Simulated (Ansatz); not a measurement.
Potential energy surface of H₂Cl (cation, charge +1), singlet: map of symmetric stretch and bend. Scanned: Cl-H bond length and H-Cl-H angle.

Computed with CCSD on RHF/cc-pVDZ, frozen core (Ansatz, a quantum-chemistry and plane-wave program).

Energy in kJ/mol above the lowest grid point; x is the Cl-H bond length (Å), y the H-Cl-H angle (°).

```csv
y \ x,1.11,1.18,1.24,1.33,1.38,1.45,1.51,1.58,1.63,1.70,1.77
180,429.6,319.1,268.8,245.4,251.1,273.8,302.7,343.5,375.4,422.1,469.5
172.36,423.4,312.6,262.1,238.5,244.0,266.4,295.1,335.5,367.1,413.3,460.0
160.46,391.2,279.7,228.7,204.2,209.3,231.3,259.5,299.4,330.7,376.4,422.7
150.80,351.1,239.3,188.2,163.9,169.3,191.7,220.5,261.1,293.0,339.8,387.3
140.45,302.5,191.0,140.4,117.4,123.6,147.4,177.6,220.0,253.2,301.9,351.4
131.65,262.0,151.2,101.5,80.1,87.3,112.7,144.2,188.4,222.8,273.3,324.7
120.66,218.6,108.9,60.3,40.9,49.4,76.6,109.9,156.0,191.9,244.4,297.7
108.42,185.9,76.9,29.1,11.3,20.8,49.5,84.0,131.7,168.7,222.7,277.6
97.71,174.7,65.3,17.5,0.0,9.7,38.9,73.9,122.1,159.5,214.1,269.6
88.22,180.3,69.5,20.8,2.3,11.7,40.6,75.4,123.4,160.7,215.2,270.5
80.64,195.9,83.3,33.2,12.9,21.5,49.4,83.6,131.0,168.0,222.0,276.8
70,235.8,119.1,65.7,41.0,47.5,72.9,105.2,150.9,186.9,239.6,293.4
```

Points that lie below all their neighbours on the grid: x = 1.33, y = 97.71 (0.0 kJ/mol).
